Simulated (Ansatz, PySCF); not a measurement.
Gas-phase reaction (SMILES): Clc1ccoc1 + 8 [H][H] (H2) → 4 C (CH4) + Cl (HCl) + O (H2O); energy of full hydrogenation.

Geometries: B3LYP-D3(BJ)/def2-TZVP minima from Ansatz (a quantum-chemistry and plane-wave program). Correlated levels leave the core frozen unless marked. No spin-orbit coupling. No relativistic terms. Basis-set limits of correlation are two-point, X^-3; Hartree-Fock from the larger set. Unstable Hartree-Fock reference: Clc1ccoc1. Thermal terms are rigid-rotor harmonic-oscillator values from B3LYP-D3(BJ) frequencies (PySCF) at 298.15 K and 1 atm. 1 Eh = 627.5095 kcal/mol.

```tsv
species	E, CCSD(T)/CBS(cc-pV(T+d)Z,cc-pV(Q+d)Z) (Ansatz) (Eh)	E, wB97X-V/def2-TZVPD (Ansatz) (Eh)	H - E (Eh)	G - E (Eh)
Clc1ccoc1	-688.91035	-689.58543	0.06636	0.03193
[H][H] (H2)	-1.17450	-1.17238	0.01336	-0.00144
C (CH4)	-40.45816	-40.51531	0.04840	0.02728
Cl (HCl)	-460.37849	-460.74931	0.01000	-0.01120
O (H2O)	-76.37426	-76.43464	0.02495	0.00353
```

Work out ΔE and ΔH, ΔG, ΔS and the equilibrium constant at 298.15 K at the first level, then ΔH at the second.


1. ΔE = [4×(-40.45816) + (-460.37849) + (-76.37426)] - [(-688.91035) + 8×(-1.17450)] = -0.27904 Eh = -175.1 kcal/mol at CCSD(T)/CBS(cc-pV(T+d)Z,cc-pV(Q+d)Z).
2. The terms H - E add up to 0.05531 Eh, so ΔH = (-0.27904 + (0.05531))×627.5095 = -140.4 kcal/mol.
3. The terms G - E add up to 0.08104 Eh, so ΔG = -124.2 kcal/mol, and ΔS = (0.05531 - (0.08104))×627509.5/298.15 = -54.2 cal/(mol K).
4. log10 K = -ΔG/(RT ln 10) = 91.0, with RT ln 10 = 1.3642 kcal/mol.
5. With ΔH and ΔS taken as constant, ΔG changes sign near ΔH/ΔS = 2590 K, a rough figure that leaves out heat capacities.
6. At wB97X-V/def2-TZVPD the same steps give ΔE = -176.2 and ΔH = -141.4 kcal/mol, a shift of -1.0 from the first level.
7. These values are not checked against measurement here, since the tables used lack a sound gas-phase enthalpy of formation for at least one species.
